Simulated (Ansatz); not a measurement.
Reading a saddle point

A first-order saddle point of BNH₄SF₂, closed shell, PBE0-D4/def2-TZVP, with one imaginary mode of 1169i cm⁻¹:

```xyz
9
angstrom
B -0.6090 -0.3461 -0.4012
N 0.5065 0.6689 -0.6292
F -0.3104 -1.6158 -0.7139
F -1.8472 0.1011 -0.6494
H 0.4860 0.6313 0.7688
S -0.3466 -0.1513 1.8474
H 0.2180 1.5397 -1.0567
H 1.3379 0.3076 -1.0781
H 0.5646 -1.1354 1.9124
```

Ansatz 0.2.0; basis: def2-TZVPP and def2-QZVPP; cores frozen in the correlated methods. Extrapolation: Hartree–Fock as exp(−7.88 √X), correlation as X^−2.97.

Q: Which contacts change along the imaginary mode, and what lies on either side? (A judgement: the text doesn't fix the answer.)

A: Computed: The step is BNH₂F₂ ([NH2][B]([F])[F]) + H₂S → BHSF₂ ([F][B]([F])[SH]) + NH₃ (still joined by a long B–N bond), with the molecules in contact on both sides. Shortening one way: B1–S6, N2–H5; lengthening the same way: B1–N2, H5–S6.
```csv
pair,one side (Å),saddle (Å),other side (Å)
B1–S6,4.06,2.27,1.90
N2–H5,3.84,1.40,1.02
B1–N2,1.39,1.53,1.67
H5–S6,1.34,1.57,2.99
```

Q: Which side is lower, and how far does the saddle lie above each? (An estimate is asked for; the value comes from the calculation.)

A: The calculation gives: The side with B1–S6, N2–H5 short is lower by 4.2 kJ/mol; the saddle lies 126.7 kJ/mol above it and 122.5 kJ/mol above the other (CCSD(T) at an estimated basis limit (MP2 extrapolated from triple and quadruple zeta, plus CCSD(T) − MP2 in triple zeta); electronic energies).

No T1 diagnostic of these runs exceeds 0.012.

Labels in which every atom is bracketed show which atoms are joined, not bond orders.

For scale, one of the runs: CCSD(T)/def2-TZVPP, 222 basis functions, launched by `ansatz run in.yaml --threads 4 --pin off --events-out ev --progress --plain --max-ram 9574MiB`. Hardware: 4 CPU threads of an Arm Neoverse V2, shared host. Wall time 76 s; peak host memory 3.7 GiB.
